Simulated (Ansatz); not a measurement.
C2H9AlSe (`[CH3][AlH-]([CH3])[SeH2+]`). The species carries charge 0 and has multiplicity 1. All single points use the PBE0-D4/def2-TZVP geometry. It is one conformer, not always the lowest.

```xyz
13

C    -0.991   -1.271   -1.169
Al    0.383    0.041   -0.650
C    -0.169    1.759    0.140
Se    1.301   -1.246    1.552
H    -1.470   -0.961   -2.106
H    -1.791   -1.362   -0.427
H    -0.580   -2.270   -1.344
H     1.819   -0.035   -1.363
H    -0.553    2.428   -0.640
H    -0.971    1.643    0.876
H     0.658    2.288    0.624
H     2.139   -0.135    2.024
H     0.224   -0.880    2.482
```

What is the dipole moment at PBE/def2-TZVPP? (Best estimate.)

Ansatz gave: 3.12 D, with components (0.34, -0.67, 3.03) D in this frame, pointing from negative to positive charge.

And with r2SCAN, B3LYP, ωB97M-V? (Estimate.)

The calculation gave: r2SCAN 3.21 D, B3LYP 3.14 D, ωB97M-V 3.16 D.

Give the Mulliken charges with PBE, ωB97M-V, r2SCAN in def2-TZVPP. (An estimate is asked.)

The calculation gave: 
```csv
atom,PBE,ωB97M-V,r2SCAN
C1,-0.46,-0.56,-0.41
Al2,0.39,0.46,0.50
C3,-0.46,-0.55,-0.41
Se4,0.02,-0.02,0.01
H5,0.09,0.11,0.06
H6,0.08,0.10,0.05
H7,0.08,0.10,0.06
H8,-0.16,-0.15,-0.20
H9,0.09,0.11,0.07
H10,0.08,0.10,0.05
H11,0.08,0.09,0.05
H12,0.09,0.11,0.09
H13,0.08,0.11,0.08
```

B3LYP here is the variant with VWN-RPA as its local correlation; programs differ in this.
